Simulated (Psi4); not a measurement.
FGa, triplet, at a GFN2-xTB geometry (such geometries of metal compounds can be far from the true shape) (the spin is typed, not shown lowest); SVWN/aug-cc-pVDZ (Psi4).

Psi4 was given this input:
```
memory 2 GB

molecule mol {
0 3
  Ga   -0.000000   -0.000000   -0.435999
  F     0.000000    0.000000    1.501774
}

set basis aug-cc-pvdz
set reference uks

energy('svwn')
print_variables()
```

Problem. Predict the main parts of the log of this Psi4 run.

Solution. 
```
   => Loading Basis Set <=

    Name: AUG-CC-PVDZ
    Role: ORBITAL
    Keyword: BASIS

         ---------------------------------------------------------
                                   SCF
               by Justin Turney, Rob Parrish, Andy Simmonett
                          and Daniel G. A. Smith
                              UKS Reference
         ---------------------------------------------------------

  ==> Geometry <==

    Molecular point group: c2v
    Full point group: C_inf_v

    Geometry (in Angstrom), charge = 0, multiplicity = 3:

       Center              X                  Y                   Z               Mass
    ------------   -----------------  -----------------  -----------------  -----------------
         GA           0.000000000000     0.000000000000    -0.418709367902    68.925573500000
         F            0.000000000000     0.000000000000     1.519063632098    18.998403162730

  Running in c2v symmetry.

  Rotational constants: A = ************  B =      0.30144  C =      0.30144 [cm^-1]
  Rotational constants: A = ************  B =   9036.93655  C =   9036.93655 [MHz]
  Nuclear repulsion =   76.190782809405448

  Charge       = 0
  Multiplicity = 3
  Electrons    = 40
  Nalpha       = 21
  Nbeta        = 19

  ==> Algorithm <==

  SCF Algorithm Type is DF.
  DIIS enabled.
  MOM disabled.
  Fractional occupation disabled.
  Guess Type is SAD.
  Energy threshold   = 1.00e-06
  Density threshold  = 1.00e-06
  Integral threshold = 1.00e-12

  ==> Primary Basis <==

  Basis Set: AUG-CC-PVDZ
    Blend: AUG-CC-PVDZ
    Number of shells: 23
    Number of basis functions: 59
    Number of Cartesian functions: 64
    Spherical Harmonics?: true
    Max angular momentum: 2

  ==> DFT Potential <==

   => LibXC <=

    Version 7.1.2
    S. Lehtola, C. Steigemann, M. J. T. Oliveira, and M. A. L. Marques,  SoftwareX 7, 1–5 (2018) (10.1016/j.softx.2017.11.002)

   => Composite Functional: SVWN <=

    Slater exchange
    Vosko, Wilk & Nusair (VWN5_RPA)
    P. A. M. Dirac,  Math. Proc. Cambridge Philos. Soc. 26, 376 (1930) (10.1017/S0305004100016108)
    F. Bloch,  Z. Phys. 57, 545 (1929) (10.1007/BF01340281)
    S. H. Vosko, L. Wilk, and M. Nusair,  Can. J. Phys. 58, 1200 (1980) (10.1139/p80-159)

    Deriv               =              1
    GGA                 =          FALSE
    Meta                =          FALSE

    Exchange Hybrid     =          FALSE
    MP2 Hybrid          =          FALSE

   => Exchange Functionals <=

    1.0000         XC_LDA_X

   => Correlation Functionals <=

    1.0000   XC_LDA_C_VWN_RPA

   => LibXC Density Thresholds  <==

    XC_LDA_C_VWN_RPA:  1.00E-15
    XC_LDA_X:  1.00E-15

   => Molecular Quadrature <=

    Radial Scheme          =       TREUTLER
    Pruning Scheme         =           NONE
    Nuclear Scheme         =       TREUTLER

    Blocking Scheme        =         OCTREE
    BS radius alpha        =              1
    Pruning alpha          =              1
    Radial Points          =             75
    Spherical Points       =            302
    Total Points           =          44880
    Total Blocks           =            429
    Max Points             =            252
    Max Functions          =             59
    Weights Tolerance      =       1.00E-15

   => Loading Basis Set <=

    Name: (AUG-CC-PVDZ AUX)
    Role: JKFIT
    Keyword: DF_BASIS_SCF

  ==> Integral Setup <==

  SCF_SUBTYPE=INCORE selected. In-core MEM_DF algorithm will be used.
  Using in-core AOs.

  ==> MemDFJK: Density-Fitted J/K Matrices <==

    J tasked:                   Yes
    K tasked:                    No
    wK tasked:                   No
    Algorithm:                 Core
    Schwarz Cutoff:           1E-12
    Mask sparsity (%):       0.0000
    Fitting Condition:        1E-10

   => Auxiliary Basis Set <=

  Basis Set: (AUG-CC-PVDZ AUX)
    Blend: AUG-CC-PVDZ-JKFIT
    Number of shells: 80
    Number of basis functions: 280
    Number of Cartesian functions: 340
[...]
             A1    A2    B1    B2
    DOCC [    10,    1,    4,    4 ]
    SOCC [     1,    0,    1,    0 ]
    NA   [    11,    1,    5,    4 ]
    NB   [    10,    1,    4,    4 ]

   @DF-UKS iter  85: -2021.74966805655276    2.35092e-04   7.06986e-04 ADIIS/DIIS
   @DF-UKS iter  86: -2021.74947413477616    1.93922e-04   7.86718e-04 ADIIS/DIIS
   @DF-UKS iter  87: -2021.74996171990574   -4.87585e-04   5.64953e-04 ADIIS/DIIS
    Occupation by irrep:
             A1    A2    B1    B2
    DOCC [    10,    1,    4,    4 ]
    SOCC [     1,    0,    0,    1 ]
    NA   [    11,    1,    4,    5 ]
    NB   [    10,    1,    4,    4 ]

   @DF-UKS iter  88: -2021.74976128186245    2.00438e-04   6.65352e-04 ADIIS/DIIS
   @DF-UKS iter  89: -2021.74977982490054   -1.85430e-05   6.56596e-04 ADIIS/DIIS
    Occupation by irrep:
             A1    A2    B1    B2
    DOCC [    10,    1,    4,    4 ]
    SOCC [     1,    0,    1,    0 ]
    NA   [    11,    1,    5,    4 ]
    NB   [    10,    1,    4,    4 ]

   @DF-UKS iter  90: -2021.75016923373846   -3.89409e-04   4.38009e-04 ADIIS/DIIS
   @DF-UKS iter  91: -2021.74988758062455    2.81653e-04   6.04130e-04 ADIIS/DIIS
   @DF-UKS iter  92: -2021.75004714484362   -1.59564e-04   5.16707e-04 ADIIS/DIIS
   @DF-UKS iter  93: -2021.74964399185342    4.03153e-04   7.17249e-04 ADIIS/DIIS
   @DF-UKS iter  94: -2021.74975490829138   -1.10916e-04   6.68040e-04 ADIIS/DIIS
    Occupation by irrep:
             A1    A2    B1    B2
    DOCC [    10,    1,    4,    4 ]
    SOCC [     1,    0,    0,    1 ]
    NA   [    11,    1,    4,    5 ]
    NB   [    10,    1,    4,    4 ]

   @DF-UKS iter  95: -2021.74918866705593    5.66241e-04   8.91584e-04 ADIIS/DIIS
   @DF-UKS iter  96: -2021.74977814126714   -5.89474e-04   6.57312e-04 ADIIS/DIIS
    Occupation by irrep:
             A1    A2    B1    B2
    DOCC [    10,    1,    4,    4 ]
    SOCC [     1,    0,    1,    0 ]
    NA   [    11,    1,    5,    4 ]
    NB   [    10,    1,    4,    4 ]

   @DF-UKS iter  97: -2021.74958249742258    1.95644e-04   7.43171e-04 ADIIS/DIIS
    Occupation by irrep:
             A1    A2    B1    B2
    DOCC [    10,    1,    4,    4 ]
    SOCC [     1,    0,    0,    1 ]
    NA   [    11,    1,    4,    5 ]
    NB   [    10,    1,    4,    4 ]

   @DF-UKS iter  98: -2021.75012095816942   -5.38461e-04   4.70726e-04 ADIIS/DIIS
   @DF-UKS iter  99: -2021.74984064929413    2.80309e-04   6.27425e-04 ADIIS/DIIS
   @DF-UKS iter 100: -2021.74808993583679    1.75071e-03   1.21429e-03 ADIIS/DIIS

PsiException: Could not converge SCF iterations in 100 iterations.

  Failed to converge.

Traceback (most recent call last):
  File "psi4", line 375, in <module>
  File "<string>", line 23, in <module>
  File "site-packages/psi4/driver/driver.py", line 533, in energy
  File "site-packages/psi4/driver/procrouting/proc.py", line 2760, in run_scf
  File "site-packages/psi4/driver/procrouting/proc.py", line 2047, in scf_helper
  File "site-packages/psi4/driver/procrouting/scf_proc/scf_iterator.py", line 93, in scf_compute_energy
  File "site-packages/psi4/driver/procrouting/scf_proc/scf_iterator.py", line 86, in scf_compute_energy
  File "site-packages/psi4/driver/procrouting/scf_proc/scf_iterator.py", line 609, in scf_iterate

psi4.driver.p4util.exceptions.SCFConvergenceError: Could not converge SCF iterations in 100 iterations.

Printing out the relevant lines from the Psithon --> Python processed input file:
      F     0.000000    0.000000    1.501774
    ""","mol")
    core.IO.set_default_namespace("mol")
    core.set_global_option("BASIS", "aug-cc-pvdz")
    core.set_global_option("REFERENCE", "uks")
--> energy('svwn')
    print_variables()

!-------------------------------------------------------!
!                                                       !
!  Could not converge SCF iterations in 100 iterations. !
!                                                       !
!-------------------------------------------------------!
```

Convergence was not reached.
